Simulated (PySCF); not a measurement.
**Se: excitation energy**

Se [Ar] 3d10 4s2 4p4 (3P) → Se [Ar] 3d10 4s2 4p3 5s1 (5S), as a difference of total energies. Computed with PySCF 2.14 in dyall-av2z, with the non-relativistic Hamiltonian (point nucleus). Correlated levels: valence: [Ar] 3d10 frozen; virtual orbitals above 40 to 60 times the deepest correlated orbital energy dropped. The calculations carry no spin-orbit coupling.

```json
{"method": "UHF", "excitation energy (eV)": "5.671", "difference from reference (eV)": "-0.186"}
{"method": "LDA", "excitation energy (eV)": "6.292", "difference from reference (eV)": "+0.435"}
{"method": "PBE", "excitation energy (eV)": "6.176", "difference from reference (eV)": "+0.319"}
{"method": "PBE0", "excitation energy (eV)": "6.262", "difference from reference (eV)": "+0.405"}
{"method": "r2SCAN", "excitation energy (eV)": "6.456", "difference from reference (eV)": "+0.599"}
{"method": "r2SCAN0", "excitation energy (eV)": "6.423", "difference from reference (eV)": "+0.566"}
{"method": "PW91", "excitation energy (eV)": "6.204", "difference from reference (eV)": "+0.347"}
{"method": "TPSS", "excitation energy (eV)": "6.379", "difference from reference (eV)": "+0.522"}
{"method": "HSE06", "excitation energy (eV)": "6.274", "difference from reference (eV)": "+0.417"}
{"method": "MP2 (valence)", "excitation energy (eV)": "5.811", "difference from reference (eV)": "-0.046"}
{"method": "SCS-MP2 (valence)", "excitation energy (eV)": "5.959", "difference from reference (eV)": "+0.102"}
```

Reference: 5.857 eV (measured; NIST levels, between the centres of gravity of the two terms).

These non-relativistic numbers lack the scalar-relativistic shift.

Errors of the correlated levels include the incompleteness of this basis and the frozen core.

The promoted electron is Rydberg-like, and one or two diffuse shells describe it only roughly, which tends to raise the upper state.
